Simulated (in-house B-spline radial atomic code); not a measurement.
Ionising Er60+ with different functionals

Computed with an all-electron radial atomic-structure program (B-spline basis): scalar-relativistic (spin-free X2C) Hamiltonian, Fermi nucleus of rms radius 5.2516 fm, spin-polarised at highest spin, spherical fractional occupations for the functionals. The ionisation energy is the difference of two self-consistent energies, [He] 2s2 2p4 → [He] 2s2 2p3, without Breit or QED terms; ε is the level of the shell that loses the electron (its least bound occupied spin orbital). There is no spin-orbit coupling in this Hamiltonian.

Hybrids are left out here: with spherical fractional occupations of an open shell their exact exchange keeps a self-interaction that integer-occupation calculations don't have.

| method | rung | ΔSCF (eV) | -ε(2p) (eV) |
| --- | --- | --- | --- |
| OLYP | GGA | ? | ? |
| r2SCAN | meta-GGA | 13810.9 | 13672.7 |
| SCAN | meta-GGA | ? | ? |
| TPSS | meta-GGA | 13816.9 | 13673.6 |

What does SCAN give?

ΔSCF 13812.0 eV, and -ε(2p) = 13673.8 eV.

What does OLYP give?

ΔSCF 13815.6 eV, and -ε(2p) = 13674.0 eV.

Among the functionals, which spreads more, the ΔSCF values or the orbital energies?

The ΔSCF values: ΔSCF values span about 6.0 eV and the orbital energies 1.2 eV.

How do they compare with the NIST value?

NIST lists 13548 eV ± 10 (tabulated theory, ground level to ground level). Errors run from +262.9 to +268.9 eV. The correlated functionals all miss on the same side by more than they spread, so the cause is common to them (spin-orbit coupling, Breit-QED terms, multiplet and fine-structure energies, or a listed next ion that isn't the cheapest removal here) and closeness doesn't rank the functionals.
